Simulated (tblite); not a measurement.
C₄H₇BF₂O₂.
SMILES with atom numbers: `[CH3:1][C@@:2]1([B:3]([F:4])[F:5])[CH2:6][O:7][CH2:8][O:9]1` (hydrogens: H10, H11, H12 on C1; H13, H14 on C6; H15, H16 on C8)

Computed with GFN2-xTB (tblite), gas phase: L-BFGS steps from a force-field or distance-geometry start until the largest atomic force falls under 0.01 eV/Å.

Step 9: E = -845.0661 eV
```
atom  x, y, z in Å  |  force x, y, z in eV/Å
C1      0.9351    1.3406   -0.5816   -0.014  -0.078   0.002
C2      0.3721   -0.0722   -0.3241    0.084  -0.082   0.022
B3      1.5317   -1.1783   -0.3295   -0.021   0.021   0.022
F4      1.5858   -2.1764   -1.1701    0.018  -0.049  -0.040
F5      2.5030   -1.1616    0.5586    0.026   0.036   0.024
C6     -0.4560   -0.1025    0.9906    0.046   0.007  -0.079
O7     -1.7619    0.1992    0.5651    0.018   0.010  -0.013
C8     -1.8902   -0.2608   -0.7495   -0.001   0.022   0.021
O9     -0.6131   -0.3834   -1.3191    0.058   0.061   0.058
H10     1.6545    1.6018    0.1907   -0.033  -0.006  -0.023
H11     0.1198    2.0597   -0.5916    0.013   0.016   0.032
H12     1.4309    1.3529   -1.5490   -0.028   0.049  -0.001
H13    -0.1413    0.6600    1.7029   -0.012  -0.020  -0.004
H14    -0.4042   -1.0932    1.4678   -0.081   0.027  -0.051
H15    -2.4897    0.4701   -1.3065   -0.055   0.015  -0.042
H16    -2.3841   -1.2471   -0.7947   -0.020  -0.028   0.072
```

Step 10: E = -845.0677 eV
```
atom  x, y, z in Å  |  force x, y, z in eV/Å
C1      0.9347    1.3407   -0.5812   -0.008  -0.072   0.002
C2      0.3742   -0.0742   -0.3250    0.030  -0.037   0.031
B3      1.5355   -1.1812   -0.3299   -0.020  -0.007   0.007
F4      1.5919   -2.1819   -1.1698    0.007   0.015   0.007
F5      2.5073   -1.1632    0.5589   -0.011   0.041  -0.006
C6     -0.4568   -0.1008    0.9888    0.054  -0.009  -0.049
O7     -1.7623    0.2047    0.5633    0.054   0.008  -0.009
C8     -1.8919   -0.2593   -0.7492    0.013   0.014   0.007
O9     -0.6137   -0.3820   -1.3191    0.048   0.049   0.043
H10     1.6557    1.6024    0.1897   -0.040  -0.011  -0.019
H11     0.1181    2.0601   -0.5883    0.039  -0.020   0.029
H12     1.4302    1.3557   -1.5487   -0.037   0.048  -0.006
H13    -0.1422    0.6586    1.7052   -0.009  -0.023  -0.030
H14    -0.4073   -1.0922    1.4644   -0.090   0.018  -0.045
H15    -2.4952    0.4678   -1.3078   -0.026   0.012  -0.037
H16    -2.3855   -1.2464   -0.7913   -0.004  -0.026   0.076
```

Step 11: E = -845.0690 eV
```
atom  x, y, z in Å  |  force x, y, z in eV/Å
C1      0.9342    1.3395   -0.5808    0.005  -0.040   0.000
C2      0.3766   -0.0766   -0.3251   -0.024   0.011   0.021
B3      1.5384   -1.1839   -0.3301   -0.013  -0.026  -0.003
F4      1.5971   -2.1862   -1.1696   -0.001   0.057   0.037
F5      2.5106   -1.1636    0.5591   -0.031   0.040  -0.025
C6     -0.4566   -0.0996    0.9866    0.036  -0.020  -0.005
O7     -1.7617    0.2096    0.5616    0.066   0.021  -0.009
C8     -1.8932   -0.2578   -0.7488    0.023   0.002  -0.007
O9     -0.6135   -0.3800   -1.3183    0.016   0.022   0.002
H10     1.6559    1.6026    0.1885   -0.029  -0.015  -0.005
H11     0.1175    2.0600   -0.5849    0.046  -0.050   0.027
H12     1.4289    1.3590   -1.5486   -0.040   0.037  -0.013
H13    -0.1432    0.6570    1.7065    0.003  -0.018  -0.041
H14    -0.4117   -1.0911    1.4606   -0.085  -0.007  -0.032
H15    -2.5003    0.4661   -1.3097    0.011  -0.005  -0.021
H16    -2.3867   -1.2462   -0.7868    0.019  -0.009   0.072
```

Task: Estimate the geometry and energy of step 12. (The exact step hangs on the optimiser's Hessian estimate; all steps are aligned on step 11, rigid shifts and turns removed.)

Result: E = -845.0701 eV, largest force 0.080 eV/Å
```
atom  x, y, z in Å  |  force x, y, z in eV/Å
C1      0.9340    1.3378   -0.5805    0.017  -0.003   0.000
C2      0.3783   -0.0785   -0.3248   -0.051   0.034  -0.003
B3      1.5400   -1.1859   -0.3300   -0.009  -0.022  -0.004
F4      1.6009   -2.1886   -1.1690   -0.006   0.063   0.040
F5      2.5126   -1.1630    0.5588   -0.033   0.038  -0.026
C6     -0.4556   -0.0991    0.9847    0.003  -0.023   0.027
O7     -1.7600    0.2136    0.5601    0.050   0.043  -0.013
C8     -1.8937   -0.2566   -0.7486    0.026  -0.005  -0.011
O9     -0.6131   -0.3779   -1.3177   -0.014  -0.006  -0.038
H10     1.6554    1.6025    0.1875   -0.005  -0.018   0.014
H11     0.1179    2.0591   -0.5819    0.031  -0.060   0.025
H12     1.4270    1.3622   -1.5488   -0.036   0.021  -0.021
H13    -0.1437    0.6554    1.7067    0.020  -0.008  -0.035
H14    -0.4167   -1.0905    1.4572   -0.070  -0.036  -0.014
H15    -2.5039    0.4648   -1.3115    0.041  -0.023  -0.004
H16    -2.3871   -1.2463   -0.7820    0.039   0.009   0.064
```

The energy changes by -0.0011 eV. The first-order estimate −F·Δx gives -0.0014 eV and the mean of the old and new forces, exact on a quadratic surface, -0.0011 eV. The step makes an angle of 60° with the force vector and moves no atom by more than 0.006 Å.

The cost below is that of the whole relaxation. Time: 1.0 s. Hardware: one thread, Arm Neoverse N1 (aarch64), shared host with 64 logical CPUs at a one-minute load of 57.
